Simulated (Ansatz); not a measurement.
Input file for Ansatz (a quantum-chemistry and plane-wave program): U-CCSD(T)/def2-TZVPP on TiN, 2S+1 = 2, a spin state set in the input, which need not be the lowest, a point of a bond scan (R = 1.545 Å).

Ansatz 0.2 input:
```yaml
crystal:
  periodic: [false, false, false]
  atoms:
    - {symbol: Ti, position_ang: [0.00000000, 0.00000000, 0.00000000]}
    - {symbol: N, position_ang: [0.00000000, 0.00000000, 1.54508800]}
basis:
  gaussian:
    orbitals: def2-TZVPP
    pivot_positions_ang: [[0.00000000, 0.00000000, 0.00000000], [0.00000000, 0.00000000, 1.54508800]]
magnetization: {spin_polarized: true, initial_magnetization: 1}
correlation: {method: ccsd_t, electrons: valence}
output: {orbitals: {seedname: ./end}}
```

Output:

```
WARN ansatz: RAYON_NUM_THREADS=1 ignored (pool sized by the plan → 1); use --threads N
Functional definition: HF
integrals: 0.15 GiB planned
723 factors; integrals over basis functions are off by at most 3.5e-4 eV
mean field: 0.23 GiB planned
mean field evaluation 1: about -24549.2421 eV, gradient 5.9e1 eV
mean field evaluation 2: about -24549.2431 eV, gradient 5.9e1 eV
mean field evaluation 4: about -24564.6765 eV, gradient 9.6e0 eV
mean field evaluation 8: about -24565.2391 eV, gradient 6.3e-1 eV
mean field evaluation 16: about -24565.4709 eV, gradient 1.8e-2 eV
mean field evaluation 32: about -24526.1470 eV, gradient 1.4e2 eV
mean field evaluation 64: about -24565.4298 eV, gradient 1.8e0 eV
mean field evaluation 96: about -24565.2380 eV, gradient 3.1e-1 eV
mean field evaluation 128: about -24565.2478 eV, gradient 6.1e-2 eV
mean field evaluation 160: about -24565.2485 eV, gradient 3.4e-3 eV
mean field evaluation 192: about -24564.1150 eV, gradient 2.9e0 eV
mean field evaluation 224: about -24565.2272 eV, gradient 6.5e-2 eV
mean field evaluation 256: about -24565.2412 eV, gradient 3.8e-1 eV
mean field evaluation 288: about -24564.5325 eV, gradient 2.9e-6 eV
mean field evaluation 320: about -24564.9385 eV, gradient 3.2e-1 eV
mean field evaluation 352: about -24565.4700 eV, gradient 4.8e-2 eV
mean field evaluation 384: about -24565.0782 eV, gradient 1.4e-1 eV
mean field evaluation 416: about -24565.4709 eV, gradient 1.9e-2 eV
mean field evaluation 448: about -24565.1758 eV, gradient 9.1e-1 eV
mean field evaluation 480: about -24564.5372 eV, gradient 2.5e-2 eV
mean field evaluation 512: about -24561.8915 eV, gradient 1.7e0 eV
mean field evaluation 544: about -24562.1842 eV, gradient 8.9e0 eV
mean field evaluation 576: about -24564.1527 eV, gradient 4.9e0 eV
mean field evaluation 608: about -24564.5322 eV, gradient 7.1e-2 eV
mean field evaluation 640: about -24565.1550 eV, gradient 2.5e-1 eV
mean field evaluation 672: about -24565.0104 eV, gradient 3.7e-4 eV
mean field evaluation 704: about -24562.8294 eV, gradient 2.3e0 eV
mean field evaluation 736: about -24563.6599 eV, gradient 7.2e-2 eV
mean field evaluation 768: about -24563.2570 eV, gradient 5.3e-3 eV
mean field evaluation 800: about -24562.3462 eV, gradient 5.1e-2 eV
mean field evaluation 832: about -24562.8022 eV, gradient 8.0e-4 eV
mean field evaluation 864: about -24563.1645 eV, gradient 1.1e-1 eV
mean field evaluation 896: about -24562.8628 eV, gradient 2.6e0 eV
mean field evaluation 928: about -24563.4832 eV, gradient 4.6e-1 eV
mean field evaluation 960: about -24563.5709 eV, gradient 1.1e0 eV
mean field evaluation 992: about -24561.7070 eV, gradient 1.1e-1 eV
mean field evaluation 1024: about -24562.2136 eV, gradient 1.1e-1 eV
mean field evaluation 1056: about -24562.2169 eV, gradient 5.9e-2 eV
mean field evaluation 1088: about -24561.6278 eV, gradient 3.0e-2 eV
mean field evaluation 1120: about -24561.7703 eV, gradient 8.0e-3 eV
mean field evaluation 1152: about -24562.4810 eV, gradient 3.7e-1 eV
mean field evaluation 1184: about -24562.4873 eV, gradient 3.8e0 eV
mean field evaluation 1216: about -24562.2501 eV, gradient 2.1e-1 eV
mean field evaluation 1248: about -24562.2661 eV, gradient 2.1e0 eV
mean field evaluation 1280: about -24562.1407 eV, gradient 5.1e-1 eV
mean field evaluation 1312: about -24562.2487 eV, gradient 1.1e-1 eV
mean field evaluation 1344: about -24562.2400 eV, gradient 7.8e-1 eV
mean field evaluation 1376: about -24562.1298 eV, gradient 5.2e-1 eV
mean field evaluation 1408: about -24561.5111 eV, gradient 5.5e0 eV
mean field evaluation 1440: about -24561.9905 eV, gradient 1.4e-2 eV
mean field evaluation 1472: about -24565.0781 eV, gradient 7.2e-1 eV
mean field evaluation 1504: about -24565.1604 eV, gradient 1.2e-3 eV
mean field evaluation 1536: about -24562.1261 eV, gradient 2.8e0 eV
mean field evaluation 1568: about -24562.2278 eV, gradient 3.7e-1 eV
mean field evaluation 1600: about -24562.0871 eV, gradient 2.2e0 eV
mean field evaluation 1632: about -24562.0401 eV, gradient 2.6e0 eV
mean field evaluation 1664: about -24562.1567 eV, gradient 1.0e0 eV
mean field evaluation 1696: about -24562.1071 eV, gradient 2.9e0 eV
mean field evaluation 1728: about -24564.8243 eV, gradient 1.0e0 eV
mean field evaluation 1760: about -24559.6841 eV, gradient 3.6e1 eV
mean field evaluation 1792: about -24563.1049 eV, gradient 5.5e-1 eV
mean field evaluation 1824: about -24564.9241 eV, gradient 5.7e-3 eV
mean field evaluation 1856: about -24565.2265 eV, gradient 1.7e-2 eV
mean field evaluation 1888: about -24564.5840 eV, gradient 1.8e-2 eV
mean field evaluation 1920: about -24562.1876 eV, gradient 1.6e-2 eV
mean field -24565.47099507 eV, -902.7644079946 hartree, gradient 5.3e-9 eV, S^2 1.286086; 57 other end points of the search recorded, 0 dependent functions left out
determinant -24565.47099507 eV, -902.7644079946 hartree, with singles and doubles -24581.84590956 eV, -903.3661750026 hartree
determinant -24565.24849149 eV, -902.7562311388 hartree, with singles and doubles -24581.88694286 eV, -903.3676829486 hartree
determinant -24565.16036942 eV, -902.7529927126 hartree, with singles and doubles -24579.87772742 eV, -903.2938456432 hartree
determinant -24565.07839585 eV, -902.7499802392 hartree, with singles and doubles -24579.93854222 eV, -903.2960805457 hartree
determinant -24565.01035223 eV, -902.7474796822 hartree, with singles and doubles -24580.93426389 eV, -903.3326726424 hartree
determinant -24564.93086201 eV, -902.7445584707 hartree, with singles and doubles -24579.38054703 eV, -903.2755746008 hartree
determinant -24564.92411032 eV, -902.7443103508 hartree, with singles and doubles -24579.37756185 eV, -903.2754648975 hartree
determinant -24564.58974291 eV, -902.7320225750 hartree, with singles and doubles -24579.19752541 eV, -903.2688486805 hartree
determinant -24564.58497906 eV, -902.7318475068 hartree, with singles and doubles -24579.19779415 eV, -903.2688585563 hartree
determinant -24564.53829845 eV, -902.7301320260 hartree, with singles and doubles -24579.25096009 eV, -903.2708123686 hartree
determinant -24564.53249730 eV, -902.7299188378 hartree, with singles and doubles -24579.24324676 eV, -903.2705289089 hartree
determinant -24563.66225566 eV, -902.6979380474 hartree, with singles and doubles -24579.71565806 eV, -903.2878897041 hartree
determinant -24563.54653751 eV, -902.6936854837 hartree, with singles and doubles -24578.36373849 eV, -903.2382075761 hartree
determinant -24563.25700656 eV, -902.6830454175 hartree, with singles and doubles -24578.15118574 eV, -903.2303964068 hartree
determinant -24563.16497893 eV, -902.6796634643 hartree, with singles and doubles -24578.19552549 eV, -903.2320258626 hartree
determinant -24563.15324965 eV, -902.6792324213 hartree, with singles and doubles -24578.86276290 eV, -903.2565463850 hartree
determinant -24563.05011404 eV, -902.6754422576 hartree, with singles and doubles -24577.65774034 eV, -903.2122626227 hartree
determinant -24562.80223167 eV, -902.6663327484 hartree, with singles and doubles -24577.61189425 eV, -903.2105778101 hartree
determinant -24562.78367411 eV, -902.6656507707 hartree, with singles and doubles -24577.28559472 eV, -903.1985865233 hartree
determinant -24562.65326414 eV, -902.6608582926 hartree, with singles and doubles -24577.12206660 eV, -903.1925769760 hartree
determinant -24562.62463232 eV, -902.6598060928 hartree, with singles and doubles -24577.35159866 eV, -903.2010121236 hartree
determinant -24562.48014752 eV, -902.6544963745 hartree, with singles and doubles -24575.92664901 eV, -903.1486461897 hartree
determinant -24562.39457947 eV, -902.6513518063 hartree, with singles and doubles -24578.69744775 eV, -903.2504711652 hartree
determinant -24562.34661215 eV, -902.6495890398 hartree, with singles and doubles -24577.32936079 eV, -903.2001948968 hartree
determinant -24562.18887563 eV, -902.6437923298 hartree, with singles and doubles -24575.55603852 eV, -903.1350265053 hartree
determinant -24562.09658953 eV, -902.6404008781 hartree, with singles and doubles -24575.53926626 eV, -903.1344101362 hartree
determinant -24561.99056440 eV, -902.6365045267 hartree, with singles and doubles -24575.82044238 eV, -903.1447431680 hartree
determinant -24561.98620540 eV, -902.6363443364 hartree, with singles and doubles -24575.32995538 eV, -903.1267181031 hartree
determinant -24565.47099507 eV, -902.7644079946 hartree, with singles and doubles -24581.90796693 eV, -903.3684555688 hartree
determinant -24565.24849149 eV, -902.7562311388 hartree, with singles and doubles -24581.90966194 eV, -903.3685178596 hartree
6 core orbitals not correlated
reference -24565.24849149 eV, -902.7562311388 hartree; 9, 8 occupied and 80, 81 virtual orbitals, 723 factors
second order -16.79286200 eV of doubles, -0.00000000 eV of singles
coupled cluster: 0.51 GiB planned
cycle   1  -16.66117036 eV  change    9.0e-8 eV  update   5.9e-6
coupled cluster: 0.51 GiB planned
perturbative correction -1.10536550 eV, -0.0406214330 hartree
WARN: the results are in doubt because among natural orbitals full CI differs from the method by -0.118 eV
Total energy: -24583.01502736 eV, -903.4091392893 hartree
In doubt: among natural orbitals full CI differs from the method by -0.118 eV
```

Self-consistency was reached. Its determinant has ⟨S²⟩ = 1.03, a mixture of spin states.

Warnings raised: large difference.

Cost: around 4 core-minutes (rough).
